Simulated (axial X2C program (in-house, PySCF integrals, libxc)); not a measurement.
**VBr: cheaper levels and CCSD(T), two-component**

Calculated with an axial X2C code built on PySCF integrals. Two-component (2c) means X2C with spin–orbit coupling and atomic mean-field two-electron Coulomb and Gaunt terms. Basis: Br dyall-cv3z [8s9p6d4f1g], V dyall-cv3z [10s10p6d4f2g] (cores contracted in-house); Gaussian nuclei, density fitting, unrestricted open shells. Masses: Br 78.918 u, V 50.944 u.

State: Ω = 1 (⟨Sz⟩ = 2.00, ⟨Lz⟩ = -1.00 at HF); fragments Br + V.

| level | Re (Å) | ωe (cm⁻¹) |
| --- | --- | --- |
| PBE0 | 2.347 | 309.7 |
| HF | 2.455 | 293.3 |
| MP2 | 2.371 | 307.1 |
| CCSD | 2.373 | 314.0 |
| BLYP | 2.358 | 301.7 |

Correlated methods: 12 electrons correlated (number of frozen shells: Br 3 s, 2 p, 1 d; V 3 s, 2 p), 294 virtual spin orbitals or spinors in MP2, 90 natural virtuals in coupled cluster.

CCSD(T), same Hamiltonian and basis:

Re = 2.366 Å, ωe = 316.6 cm⁻¹; T1 = 0.050 (Lee–Taylor normalisation).

Problem. Give the differences from CCSD(T) in the columns below.

Solution. 

| level | ΔRe (Å) | Δωe (cm⁻¹) |
| --- | --- | --- |
| PBE0 | -0.019 | -7 |
| HF | 0.089 | -23 |
| MP2 | 0.005 | -10 |
| CCSD | 0.007 | -3 |
| BLYP | -0.008 | -15 |

One determinant describes the state; a PBE0 search over occupations chose it and may have missed a lower one. De is not given where an atomic determinant may have missed its ground term or J level, or where the truncated virtual space spoils (T). Density functionals use the spin component along the axis (collinear). Coupled cluster ran in a truncated set of natural virtual spinors; the MP2 energy of the rest was added. (T) has no such correction and the atoms are truncated less, which lowers De at CCSD(T) by a hundredth of an eV or more. Other states lie close and PBE0, whose exact exchange favours high spin, may order them wrongly; the determinant shown need not be the ground state. The nearest other 2c determinant of the search, Ω = 3, lies 0.04 eV up at the distance of the search. The functionals have no current-density term, which raises determinants with orbital currents, atoms included. With several unpaired electrons one determinant need not be a pure state. The outer-core s and p shells of the metal are frozen in the correlated rows, which leaves out core–valence correlation; for alkali and alkaline-earth bonds that tends to lengthen them. Open-shell Ω = 0 determinants with evenly filled partner blocks cannot be reached by this program, so the Ω shown need not be the lowest component. At some level and bond length an empty orbital lies below a filled one. The T1 diagnostic is large, a sign of multireference character.
